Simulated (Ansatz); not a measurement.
The first iterations of a band of BrH + ClGeH3 (7 atoms, charge 0, multiplicity 1).

All numbers below come from Ansatz, RKS PBE0-D4/def2-SVP.

- movable images: 5
- climbing image: yes
- spring: 5.0 eV/Å²
- optimiser: quadratic models (default)
- start path: through a guess of the saddle point
- force threshold: 0.03 eV/Å
- iteration limit: 60
- end points: relaxed

First end point:

```xyz
7
Properties=species:S:1:pos:R:3
Ge 0.289 0.000 -0.074
Cl 0.287 0.000 2.111
H 1.766 0.000 -0.485
H -0.437 1.275 -0.513
H -0.437 -1.275 -0.513
Br -3.392 0.000 1.437
H -2.092 0.000 2.044
```

Last end point:

```xyz
7
Properties=species:S:1:pos:R:3
Ge -0.448 0.000 -0.546
Cl 0.099 0.000 3.464
H 0.681 0.000 0.486
H -0.471 1.270 -1.404
H -0.471 -1.270 -1.404
Br -2.434 0.000 0.676
H -0.973 0.000 2.736
```

| iteration | highest image above the first end (eV) | largest band force component (eV/Å) |
| --- | --- | --- |
| 1 | 1.927 | 5.157 |
| 2 | 1.634 | 1.704 |
| 3 | 1.431 | 0.820 |

Task: Does the band converge within its limit, and where does its top end?

Result: It converged. It ended after 10 iterations with the highest image 1.296 eV above the first end. A vibrational analysis at the climbing image gives 2 clearly imaginary modes (356i, 104i cm⁻¹): a point of higher order. A lower path may pass nearby, or the ends, which weren't checked, may share the extra mode. The orbitals stay closed-shell, which can raise the energy where a bond breaks towards radicals; this wasn't checked here.

The run took 2.5 min on 2 threads of Arm Neoverse V1, on a shared host, peak memory 0.26 GiB.
